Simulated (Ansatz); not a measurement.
Relaxation of CH5AlN2O (10 atoms, charge 0, multiplicity 1), to a largest force component of 0.02 eV/Å in at most 50 steps.

All numbers below come from Ansatz 0.2.0, RKS B3LYP-D4/def2-SVP.

```xyz
10
Properties=species:S:1:pos:R:3:forces:R:3
N 0.344 -0.634 1.535 -0.81 1.36 -0.26
C 0.248 -0.984 0.287 0.72 0.72 2.11
O 0.496 -2.309 -0.029 0.24 -0.41 0.04
N -0.001 -0.071 -0.785 -0.61 0.22 -0.39
Al -0.496 1.786 -0.661 0.57 -1.23 1.17
H 0.100 0.405 1.824 0.65 -2.57 -1.33
H 0.791 -2.974 0.717 -1.00 2.85 -1.43
H -0.055 -0.442 -1.762 0.20 -0.17 1.18
H -0.510 2.544 0.816 0.02 -0.57 -0.81
H -0.835 2.628 -1.939 0.01 -0.21 -0.27
```

Problem. Where does it end, and by what steps?

Solution. The forces met the threshold. After 8 steps the energy has fallen by 0.973 eV; H7 moved furthest, 0.32 Å.

```
step  energy less start (eV)  largest force component (eV/Å)  accepted
   0                  0.0000                           2.850       yes
   1                 -0.8107                           1.109       yes
   2                 -0.9040                           1.319       yes
   3                 -0.8987                           1.179        no
   4                 -0.9649                           0.242       yes
   5                 -0.9713                           0.079       yes
   6                 -0.9730                           0.101       yes
   7                 -0.9732                           0.058       yes
   8                 -0.9733                           0.015       yes
```

```xyz
10
Properties=species:S:1:pos:R:3
N 0.343 -0.713 1.586
C 0.254 -0.902 0.330
O 0.492 -2.137 -0.176
N -0.065 -0.009 -0.688
Al -0.472 1.748 -0.634
H 0.144 0.251 1.856
H 0.705 -2.694 0.590
H -0.051 -0.478 -1.592
H -0.493 2.477 0.764
H -0.776 2.406 -2.035
```

The run took 13 s on 2 threads of Intel(R) Xeon(R) 6975P-C (Granite Rapids), on a shared host, peak memory 0.22 GiB.
